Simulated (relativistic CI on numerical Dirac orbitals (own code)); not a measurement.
Energy levels of Os XXXI

Method of calculation: Dirac-Coulomb-Breit CI, separate exchange-only KLI orbitals for each configuration, model QED, unscaled Slater integrals (own radial code, finite nucleus).

Configurations in the expansion (outside the closed core [Ar] 3d10): 4s²4p⁶4d¹⁰, 4s²4p⁶4d⁹4f, 4s²4p⁵4d¹⁰4f, 4s4p⁶4d¹⁰4f, 4s²4p⁶4d⁹5s, 4s²4p⁶4d⁹5p, 4s²4p⁶4d⁹5d, 4s²4p⁵4d¹⁰5s, 4s²4p⁶4d⁹5f, 4s²4p⁵4d¹⁰5p, 4s²4p⁶4d⁹5g, 4s²4p⁶4d⁹6s, 4s²4p⁶4d⁹6p, 4s²4p⁵4d¹⁰5d, 4s4p⁶4d¹⁰5s, 4s²4p⁶4d⁹6d, 4s4p⁶4d¹⁰5p, 4p⁶4d¹⁰4f², 4p⁶4d⁹4f³, 4p⁵4d¹⁰4f³, 4p⁶4d⁹4f²5s, 4p⁶4d⁹4f²5p, 4p⁶4d⁹4f²5d. Double excitations out of closed p, d and f shells are left out; levels of such configurations are missing from the list, as are those of other unlisted configurations, and high levels can miss mixing partners. These lack a partner that the ground configuration has and come out too high: 4s²4p⁵4d¹⁰5s, 4s²4p⁶4d⁹5f, 4s²4p⁵4d¹⁰5p, 4s²4p⁶4d⁹5g, 4s²4p⁶4d⁹6s.

| No. | Configuration | Term | J | E (eV) | % | Next component (%) |
| --- | --- | --- | --- | --- | --- | --- |
| 1 | 4s²4p⁶4d¹⁰ | ¹S | 0 | 0.000 | 100 |  |
| 2 | 4s²4p⁶4d⁹4f | ³P° | 0 | 199.900 | 100 |  |
| 3 | 4s²4p⁶4d⁹4f | ³P° | 1 | 202.303 | 86 | 14 ³D° |
| 4 | 4s²4p⁶4d⁹4f | ³P° | 2 | 206.842 | 49 | 42 ³D° |
| 5 | 4s²4p⁶4d⁹4f | ³H° | 5 | 207.246 | 60 | 37 ¹H° |
| 6 | 4s²4p⁶4d⁹4f | ³H° | 6 | 209.811 | 100 |  |
| 7 | 4s²4p⁶4d⁹4f | ³F° | 3 | 210.443 | 58 | 28 ³D° |
| 8 | 4s²4p⁶4d⁹4f | ¹D° | 2 | 211.293 | 48 | 32 ³F° |
| 9 | 4s²4p⁶4d⁹4f | ³G° | 4 | 211.304 | 45 | 20 ³H° |
| 10 | 4s²4p⁶4d⁹4f | ³F° | 4 | 214.827 | 63 | 29 ¹G° |
| 11 | 4s²4p⁶4d⁹4f | ³G° | 5 | 216.703 | 77 | 20 ¹H° |
| 12 | 4s²4p⁶4d⁹4f | ³D° | 3 | 217.687 | 43 | 38 ¹F° |
| 13 | 4s²4p⁶4d⁹4f | ³D° | 1 | 218.924 | 84 | 14 ³P° |
| 14 | 4s²4p⁶4d⁹4f | ³H° | 4 | 225.471 | 72 | 20 ¹G° |
| 15 | 4s²4p⁶4d⁹4f | ¹D° | 2 | 226.668 | 51 | 22 ³P° |
| 16 | 4s²4p⁶4d⁹4f | ³D° | 2 | 229.295 | 46 | 40 ³F° |
| 17 | 4s²4p⁶4d⁹4f | ¹H° | 5 | 231.464 | 43 | 37 ³H° |
| 18 | 4s²4p⁶4d⁹4f | ³G° | 3 | 232.284 | 71 | 18 ³F° |
| 19 | 4s²4p⁶4d⁹4f | ¹F° | 3 | 234.975 | 51 | 26 ³D° |
| 20 | 4s²4p⁶4d⁹4f | ³G° | 4 | 235.281 | 48 | 32 ¹G° |
| 21 | 4s²4p⁶4d⁹4f | ¹P° | 1 | 272.000 | 98 | 2 ³D° |
| 22 | 4s²4p⁶4d⁹5s | ³D | 3 | 392.893 | 100 |  |
| 23 | 4s²4p⁶4d⁹5s | ¹D | 2 | 393.984 | 55 | 45 ³D |
| 24 | 4s²4p⁵4d¹⁰4f | ³D | 1 | 409.685 | 98 | 1 4s²4p⁶4d⁹5s ³D |
| 25 | 4s²4p⁶4d⁹5s | ³D | 1 | 411.945 | 98 | 1 4s²4p⁵4d¹⁰4f ³D |
| 26 | 4s²4p⁶4d⁹5s | ³D | 2 | 412.684 | 53 | 43 ¹D |
| 27 | 4s²4p⁵4d¹⁰4f | ³D | 2 | 413.618 | 72 | 23 ³F |
| 28 | 4s²4p⁵4d¹⁰4f | ³G | 4 | 414.991 | 58 | 37 ¹G |
| 29 | 4s²4p⁵4d¹⁰4f | ³G | 5 | 417.127 | 100 |  |
| 30 | 4s²4p⁵4d¹⁰4f | ³F | 3 | 417.835 | 58 | 18 ³G |
| 31 | 4s²4p⁵4d¹⁰4f | ¹F | 3 | 420.430 | 56 | 33 ³D |
| 32 | 4s²4p⁵4d¹⁰4f | ³F | 4 | 423.984 | 68 | 28 ¹G |
| 33 | 4s²4p⁵4d¹⁰4f | ¹D | 2 | 427.416 | 61 | 32 ³F |
| 34 | 4s²4p⁶4d⁹5p | ³P° | 2 | 439.947 | 56 | 30 ³D° |
| 35 | 4s²4p⁶4d⁹5p | ³F° | 3 | 440.849 | 47 | 34 ¹F° |
| 36 | 4s²4p⁶4d⁹5p | ³F° | 2 | 459.261 | 79 | 14 ¹D° |
| 37 | 4s²4p⁶4d⁹5p | ³D° | 1 | 460.959 | 48 | 27 ¹P° |
| 38 | 4s²4p⁶4d⁹5p | ³F° | 4 | 473.594 | 100 |  |
| 39 | 4s²4p⁶4d⁹5p | ¹D° | 2 | 474.787 | 52 | 35 ³P° |
| 40 | 4s²4p⁶4d⁹5p | ¹P° | 1 | 474.865 | 62 | 34 ³P° |
| 41 | 4s²4p⁶4d⁹5p | ³D° | 3 | 476.594 | 72 | 26 ¹F° |
| 42 | 4s²4p⁶4d⁹5p | ³P° | 0 | 490.447 | 100 |  |
| 43 | 4s²4p⁶4d⁹5p | ³D° | 1 | 493.450 | 49 | 40 ³P° |
| 44 | 4s²4p⁶4d⁹5p | ³F° | 3 | 493.499 | 52 | 40 ¹F° |
| 45 | 4s²4p⁶4d⁹5p | ³D° | 2 | 495.163 | 55 | 23 ¹D° |

Energies count from the lowest computed level; ° marks odd parity.

The mean weight of the leading LS term, summed over parents, in these 45 levels is 68 %, and that of the leading jj configuration (from the same eigenvectors) 90 %, so jj coupling describes them better and the LS labels are nominal.

At this charge energies of transitions that change n are usually good to better than 1 %, and those within a shell (Δn = 0) to a few per cent.

LS names give the leading component of a level, which can be under half, so a name can repeat, a term be missing and a line seem to break the LS rules.
